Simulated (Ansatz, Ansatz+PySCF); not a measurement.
```yaml
atoms:
  - { symbol: N, position_ang: [0.2502, -0.0014, -0.0575] }
  - { symbol: N, position_ang: [1.1516, -0.1663, -0.5810] }
  - { symbol: O, position_ang: [0.2358, 3.3468, 0.7590] }
```

Basis set: def2-SVP (spherical functions). Correlated methods keep 3 orbitals frozen. Charge 0, multiplicity 3.

Computed with Ansatz (development build ahead of 0.2.0); each method stands on the lowest determinant of its kind that the runs found.

The atomization energy at this shape (free ground-state atoms in the same class of orbitals less the molecule, no zero-point energy) of triplet N2O:

```csv
method,atomization energy
UHF-MP2,9.22 eV
UHF,4.90 eV
```

Question: What does PBE0 (unrestricted) give?

Answer: 9.57 eV. Caution: the shape is not the minimum. Caution for PBE0 (unrestricted): charge can spread falsely over distant fragments.
